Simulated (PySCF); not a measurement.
Electron correlation in Br (bromine, neutral)

[Ar] 3d10 4s2 4p5, 2P determinant. All numbers are calculated (PySCF 2.14, scalar relativity by spin-free X2C-1e, in x2c-TZVPPall (6s5p4d1f, 48 functions)). Frozen: [Ne]; 25 electrons correlated.

```tsv
level	correlation energy (mhartree)
CCSD	-321.61
(T)	-8.58
CCSD(T)	-330.19
```

Diagnostics: T1 = 0.0045, D1 = 0.0223, largest double amplitude 0.044.

Cost of the coupled-cluster step: roughly 5 core-seconds, for 25 correlated electrons.

Iterations:

```
CC2 = 0
CCSD nocc = (np.int64(13), np.int64(12)), nmo = (43, 43)
frozen orbitals [[0, 1, 2, 3, 4], [0, 1, 2, 3, 4]]
max_cycle = 100
direct = 0
conv_tol = 1e-08
conv_tol_normt = 1e-06
diis_space = 8
diis_start_cycle = 0
Init t2, MP2 energy = -0.319845013216629
Init E_corr(UCCSD) = -0.319845013224564
cycle = 1  E_corr(UCCSD) = -0.313261638451681  dE = 0.00658337477  norm(t1,t2) = 0.0448021
cycle = 2  E_corr(UCCSD) = -0.321311438550974  dE = -0.0080498001  norm(t1,t2) = 0.0123838
cycle = 3  E_corr(UCCSD) = -0.321004874612257  dE = 0.000306563939  norm(t1,t2) = 0.00438954
cycle = 4  E_corr(UCCSD) = -0.32164346371403  dE = -0.000638589102  norm(t1,t2) = 0.00155624
cycle = 5  E_corr(UCCSD) = -0.321614505519752  dE = 2.89581943e-05  norm(t1,t2) = 0.000243356
cycle = 6  E_corr(UCCSD) = -0.321606074415716  dE = 8.43110404e-06  norm(t1,t2) = 5.33288e-05
cycle = 7  E_corr(UCCSD) = -0.321609027489777  dE = -2.95307406e-06  norm(t1,t2) = 1.81804e-05
cycle = 8  E_corr(UCCSD) = -0.321609077401038  dE = -4.99112601e-08  norm(t1,t2) = 4.69079e-06
cycle = 9  E_corr(UCCSD) = -0.321608922252252  dE = 1.55148786e-07  norm(t1,t2) = 1.15382e-06
cycle = 10  E_corr(UCCSD) = -0.321608953152374  dE = -3.09001223e-08  norm(t1,t2) = 2.8519e-07
cycle = 11  E_corr(UCCSD) = -0.321608945665492  dE = 7.48688195e-09  norm(t1,t2) = 6.68755e-08
UCCSD converged
E(UCCSD) = -2604.736484964857  E_corr = -0.3216089456654924
UCCSD(T) correction = -0.00857919469558138
```

This basis was not built for core-valence correlation, so the inner-shell part is incomplete.
